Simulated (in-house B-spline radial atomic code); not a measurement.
## RPA and G0W0 on LDA VWN5: Sn2+

Configuration [Kr] 4d10 5s2, mean-field start LDA VWN5. Computed with a B-spline radial code for spherical atoms: all electrons, scalar-relativistic (spin-free one-electron X2C), finite nucleus, each spin shell either full or empty, empty states to l = 9 with an (l + 1/2)⁻⁴ tail; G0W0 by contour deformation at full frequency.

Command:
```bash
python run_gw.py task.json out
```
Settings (radii: box in bohr, nucleus in fm):
```
Z                        50
electrons                48
configuration            [Kr] 4d10 5s2
hamiltonian              x2c
method                   lda,vwn
lmax                     9
rms_radius               4.6519
spin_polarised           False
box_radius               17.55
intervals                69
ion_configuration        [Kr] 4d10 5s1
```

Run time, properties included: 12 s on 1 thread of Arm Neoverse N1, with other jobs on the host.

Energies (hartree):

| term | value |
| --- | --- |
| mean-field total | -6169.77660 |
| Hartree-Fock functional on these orbitals | -6173.02157 |
| direct second order | -4.4308 |
| second-order exchange | 1.2178 |
| SOSEX correction | 1.1181 |

(1) What is the RPA correlation energy, and what remains with SOSEX?

Quasi-particle levels (eV):

```json
{"level": "5s", "occupied": "yes", "mean field": "-26.514", "Σx - vxc": "-2.30", "Σc": "?", "QP weight": "?", "G0W0": "?"}
{"level": "5p", "occupied": "no", "mean field": "-18.131", "Σx - vxc": "5.11", "Σc": "-1.50", "QP weight": "0.941", "G0W0": "-14.525"}
```

G0W0 = mean field + (Σx - vxc) + Σc, with Σc (partial-wave tail included) taken at the quasi-particle energy. Only the outer levels were computed. Levels of low weight are left out.

(2) Where does G0W0 put 5s?

(3) What does it cost to remove one electron (to [Kr] 4d10 5s1) by differences of total energies, each species on its own start (correlation terms add to the Hartree-Fock functional)?

## Answers

(1) RPA gives -3.8285 hartree (-2.17 eV per electron); RPA + SOSEX gives -2.7103, and the second-order doubles -3.213 hartree (no singles). RPA lacks exchange-type terms and so overcorrelates at short range.

(2) At -30.98 eV, with Σc = -2.17 eV and a quasi-particle weight of 0.940. The tabulated removal energy is 30.506 ± 0.003 eV (NIST, measured); the calculation leaves out spin-orbit coupling, Breit and QED terms, and what these don't explain is the method's own error.

(3) LDA VWN5 31.16 eV, Hartree-Fock functional 28.451 eV, + RPA 30.96 eV, + RPA + SOSEX 30.38 eV, + second order 32.03 eV. Tabulated: 30.506 ± 0.003 eV (NIST, measured); the calculation leaves out spin-orbit coupling, Breit and QED terms, and what these don't explain is the method's own error.
